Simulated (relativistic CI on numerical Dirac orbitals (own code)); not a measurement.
# Magnetism of Pm4+, 4f3, in a crystal field

Calculated by Dirac-Coulomb-Breit CI, KLI orbitals optimised for each configuration, model QED, valence Slater integrals scaled by 0.85, one configuration in a parametric crystal field (own radial code).

Field parameters in Wybourne normalisation; cubic f-shell fields have B⁴₄ = √(5/14) B⁴₀ and B⁶₄ = −√(7/2) B⁶₀. The field is a parameter set, without covalency.

S is read from ⟨S²⟩ = S(S + 1).

Powder χT (cm³ K mol⁻¹) by Van Vleck's formula, with temperature-independent terms:

| Field | 2 K | 5 K | 10 K | 20 K | 50 K | 100 K | 200 K | 300 K |
| --- | --- | --- | --- | --- | --- | --- | --- | --- |
| D3h, B20 = 80, B40 = 180, B60 = -710, B66 = 150 cm⁻¹ | 0.787 | 0.814 | 0.863 | 0.966 | 1.24 | 1.48 | 1.62 | 1.67 |
| D4h, B20 = -1420, B40 = 920, B44 = 340, B60 = 530, B64 = 1070 cm⁻¹ | 0.698 | 0.752 | 0.836 | 0.947 | 1.08 | 1.23 | 1.44 | 1.55 |
| D4h, B20 = -420, B40 = 2790, B44 = 440, B60 = 870, B64 = 640 cm⁻¹ | 0.683 | 0.702 | 0.734 | 0.798 | 0.979 | 1.22 | 1.47 | 1.58 |
| D4h, B20 = -2050, B40 = 850, B44 = 660, B60 = -370, B64 = 680 cm⁻¹ | 0.79 | 0.807 | 0.837 | 0.897 | 1.07 | 1.29 | 1.51 | 1.6 |
| Oh, B40 = -3160, B60 = 850 cm⁻¹ | 0.574 | 0.599 | 0.639 | 0.72 | 0.954 | 1.22 | 1.42 | 1.5 |
| Oh, B40 = -2790, B60 = 500 cm⁻¹ | 0.851 | 0.871 | 0.903 | 0.968 | 1.15 | 1.36 | 1.51 | 1.58 |

(1) For D4h, B20 = -420, B40 = 2790, B44 = 440, B60 = 870, B64 = 640 cm⁻¹: what effective moment follows at 300 K?

## Answers

(1) μ_eff = √(8χT) = 3.55 μB. The LS value g√(J(J + 1)) of the free ion's 4I°_9/2 level is 3.62 μB.
